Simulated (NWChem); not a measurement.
Molecule: CH$_{6}$OTi; SMILES C[O][TiH3]

Question: Give the equilibrium geometry at PBE0/def2-SVP (NWChem) as a Z-matrix, with the point group.

Answer: point group C3; any orientation.
```
O
C 1 1.3901
H 2 1.1018 1 110.15
H 2 1.1018 3 108.79 1 -120.82
H 2 1.1018 3 108.79 4 -118.36
Ti 1 1.7168 5 149.71 2 179.96
H 6 1.6988 1 106.92 5 60.76
H 6 1.6988 7 111.90 1 -116.75
H 6 1.6988 7 111.90 1 116.76
```
